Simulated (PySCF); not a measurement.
## [Hg(SH)3]−: from a saddle point downhill

PySCF 2.14.0, RKS PBE0, Hg def2-SVP with ECP60, S def2-SVP, H def2-SVP; non-relativistic Hamiltonian with scalar-relativistic core potentials where named; density fitting; no spin-orbit coupling. Relaxed within the symmetry of its start, the geometry (C3v) is

```xyz
7

Hg    0.0000    0.0000   -0.0026
S     2.5473    0.0000   -0.0361
H     2.6086    0.0000    1.3147
S    -1.2737    2.2061   -0.0361
H    -1.3043    2.2591    1.3147
S    -1.2737   -2.2061   -0.0361
H    -1.3043   -2.2591    1.3147
```

and its lowest harmonic modes are -243, -216, -216, 68, 68, 73 cm⁻¹ (negative: unstable). It was moved along the lowest mode and relaxed again, within the group C3 that the move left.

**Question.** Where does it end, and how much lower?

**Answer.** In C3h, 0.410 eV lower, after 23 steps:
```xyz
7

Hg    0.0000    0.0000    0.5440
S     2.4517   -0.5108    0.5444
H     2.8188    0.7897    0.5521
S    -0.7835    2.3786    0.5444
H    -2.0933    2.0464    0.5521
S    -1.6682   -1.8678    0.5444
H    -0.7256   -2.8360    0.5521
```

**Question.** How do the contacts change?

**Answer.** 
```json
{"contact": "Hg1–S2 (SH)", "saddle (Å)": "2.548", "end (Å)": "2.504"}
{"contact": "Hg1–S4 (SH)", "saddle (Å)": "2.548", "end (Å)": "2.504"}
{"contact": "Hg1–S6 (SH)", "saddle (Å)": "2.548", "end (Å)": "2.504"}
```


**Question.** Is the end a minimum?

**Answer.** Yes; lowest modes 46, 60, 88, 138, 174, 182 cm⁻¹.

State: singlet.
